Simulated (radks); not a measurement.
Results of a calculation; reference values are marked as such.
Task: Coherent X-ray form factor from a spherical all-electron density. Code: a radial shooting solver on a logarithmic mesh with Libxc functionals. Model: non-relativistic Kohn-Sham, Tao-Mo meta-GGA, spin-unpolarised, spherical densities, point nucleus; meta-GGA in the generalised Kohn-Sham scheme.

| sin(theta)/lambda (1/angstrom) | f0 (electrons) |
|---|---|
| 0.05 | 12.651 |
| 0.1 | 11.769 |
| 0.15 | 10.701 |
| 0.2 | 9.712 |
| 0.25 | 8.899 |
| 0.3 | 8.243 |
| 0.4 | 7.177 |
| 0.5 | 6.209 |
| 0.6 | 5.286 |
| 0.8 | 3.734 |
| 1 | 2.694 |
| 1.25 | 1.963 |
| 1.5 | 1.595 |
| 2 | 1.261 |

The species is in the configuration that NIST lists as its ground one. Which atom or ion scatters so?

Result: The silicon ion Si+, [Ne] 3s2 3p1. Extrapolating in s^2 from the first two rows gives f0(0) = 12.9, near the electron count 13; among species with that count, the fall with angle is slower the higher Z, and the table is that of Z = 14; from so few rows the species is fixed only to a neighbour or two.
